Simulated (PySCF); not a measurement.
## Structure from NMR data

Molecular formula: C$_{5}$H$_{6}$O$_{2}$. Simulated spectra:

$^{1}$H NMR (400 MHz, computed): δ 7.27 (d, J = 1.8 Hz, 1H), 7.16 (t, J = 2.1 Hz, 1H), 6.24 (d, J = 2.4 Hz, 1H), 3.66 (s, 3H).

$^{13}$C{$^{1}$H} NMR (computed): δ 155.1 (C), 144.5 (CH), 128.9 (CH), 102.9 (CH), 56.2 (CH3).

One averaged value for each set of equivalent atoms, no relativistic terms, one conformer, no solvent. Geometry: PBE0-D3(BJ)/def2-SVP; B3LYP/pcJ-1 coupling constants (without the spin–dipole term); NMR shieldings at PBE0/pcSseg-1/GIAO; PySCF.

δ = σ(ref) − σ, references computed at the same level: $^{1}$H (σ = 31.27 ppm), $^{13}$C (σ = 184.41 ppm) against TMS.

Q: What is the structure?

A: 
- The formula gives 3 degrees of unsaturation (1 ring in the answer).
- 5 carbon signals for 5 carbons: no two carbons are equivalent.
- Carbon types of the structure: 1 × C, 3 × CH, 1 × CH3, which accounts for all hydrogens.
- δC 155.1: aromatic carbon bearing oxygen; the electronegative substituent deshields the carbon that carries it.
- δC 144.5, 128.9: aromatic CH next to the ring oxygen.
- δC 102.9: aromatic CH; π donation from the O or N substituent raises the electron density at positions ortho and para to it.
- δC 56.2: methyl carbon bonded to O; deshielded by the electronegative neighbour.
- δH 7.27, 7.16: hydrogen on an aromatic CH next to the ring oxygen; the ring current deshields protons in the ring plane.
- δH 6.24: hydrogen on an aromatic CH; π donation from the O or N substituent shields it against benzene.
- δH 3.66: hydrogen on a methyl carbon bonded to O; its carbon carries O, hence the downfield position.

These data were computed for `COc1ccoc1`.

This is the structure that produced the data.

Multiplet labels drop couplings under 1 Hz and merge nearly equal ones. Unscaled 3J(H,H) at this level run about 9 % above measured values. Shifts are as computed. Against solution values, carbons near 30 ppm lie about +2 ppm off and those near 130 ppm about +4 ppm. Of 246 compounds with measured shifts, 49 miss one by over three times the rms of a fit or turn the order of signals round; such compounds aren't used in these exercises.
